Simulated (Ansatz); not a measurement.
A run for Ansatz (a first-principles code): R-RI-MP2/cc-pV(Q+d)Z on AlH4NO2 (SMILES [NH2][Al]([OH])[OH]), a point of a torsion scan. Files ending in .json are basis or fitting sets from the Basis Set Exchange.

Ansatz 0.2 input:
```yaml
crystal:
  periodic: [false, false, false]
  atoms:
    - {symbol: N, position_ang: [1.53794490, -0.03711603, 0.13677657]}
    - {symbol: Al, position_ang: [-0.19495254, -0.06224487, -0.25542563]}
    - {symbol: O, position_ang: [-0.94686088, -1.43977705, -0.75491319]}
    - {symbol: O, position_ang: [-0.98607401, 1.37341752, -0.07753027]}
    - {symbol: H, position_ang: [2.01851211, 0.77816935, 0.47695542]}
    - {symbol: H, position_ang: [2.14709693, -0.83789780, 0.14333086]}
    - {symbol: H, position_ang: [-1.11182789, -2.28186664, -1.14724198]}
    - {symbol: H, position_ang: [-1.74532925, 1.93561228, -0.10855910]}
basis:
  gaussian:
    orbitals: cc-pV_Q+d_Z.json
    fitting: {mean_field: def2-universal-JKFIT, correlation: cc-pVQZ-RIFIT.json}
magnetization: {spin_polarized: false}
correlation: {method: mp2, electrons: outside_noble_gas}
scf: {lower_state_search: off}
```

Output:

```
WARN ansatz: RAYON_NUM_THREADS=1 ignored (pool sized by the plan → 1); use --threads N
Functional definition: HF
these checks for a lower state are left out or cut short: stability, starts, cluster_reference, orbital_swaps, neighbouring_geometries, increment
integrals: 0.41 GiB planned
431 factors; integrals over basis functions are off by at most 2.5e0 eV
mean field: 0.68 GiB planned
mean field evaluation 1: about -12203.2944 eV, gradient 6.2e1 eV
mean field evaluation 2: about -12207.3723 eV, gradient 4.0e1 eV
mean field evaluation 4: about -12209.8263 eV, gradient 9.3e-1 eV
mean field evaluation 8: about -12209.8294 eV, gradient 1.4e-6 eV
mean field -12209.82937312 eV, -448.7029533424 hartree, gradient 1.4e-6 eV, S^2 0.000000; 0 other end points of the search recorded, 0 dependent functions left out
8 core orbitals not correlated
774 factors; their error is unknown
reference -12209.82937312 eV, -448.7029533424 hartree; 12, 12 occupied and 329, 329 virtual orbitals, 774 factors
second order -22.79285423 eV of doubles, -0.00000000 eV of singles
Total energy: -12232.62222734 eV, -449.5405752858 hartree
Checks for a lower state left out: stability, starts, cluster_reference, orbital_swaps, neighbouring_geometries, increment
```

The run converged.

Cost: around 3 core-seconds (rough).
